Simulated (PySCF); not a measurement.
**Antimony: a sound run and one with changed settings**

Sound run: Sb [Kr] 4d10 5s2 5p3, Sb+ [Kr] 4d10 5s2 5p2. Computed with PySCF 2.14 in x2c-SVPall, with scalar relativity by spin-free X2C-1e. In the sound run the correlated levels freeze [Kr] 4d10. The sound run starts from symmetry-adapted Hartree-Fock orbitals and uses a fine grid where one is needed.

Changed run: no relativity, point nucleus. This setting is unsound on purpose.

| species | method | sound run (hartree) | changed run (hartree) | converged |
| --- | --- | --- | --- | --- |
| Sb | UHF | -6477.25596 | -6161.81168 | yes |
| Sb | B3LYP | -6480.07848 | -6164.65747 | yes |
| Sb | TPSS | -6479.72807 | -6164.31601 | yes |
| Sb | MP2 | -6477.30044 | -6161.85934 | yes |
| Sb | CCSD(T) | -6477.31359 | -6161.87547 | yes |
| Sb+ | UHF | -6476.94088 | -6161.46742 | yes |
| Sb+ | B3LYP | -6479.75083 | -6164.29703 | yes |
| Sb+ | TPSS | -6479.39816 | -6163.95023 | yes |
| Sb+ | MP2 | -6476.97489 | -6161.50520 | yes |
| Sb+ | CCSD(T) | -6476.98916 | -6161.52552 | yes |

Ionisation energy of Sb:

```tsv
method	sound run (eV)	changed run (eV)
UHF	8.574	9.368
B3LYP	8.916	9.808
TPSS	8.977	9.953
MP2	8.859	9.636
SCS-MP2	8.761	9.540
CCSD	8.825	9.525
CCSD(T)	8.828	9.523
```

Most of the change in total energy is the relativistic energy itself. On top of that the contraction fixes the core shape for the Hamiltonian it was made with, so the changed run is not a good calculation with the other Hamiltonian either.

For comparison, NIST gives 8.608 eV between the lowest levels.
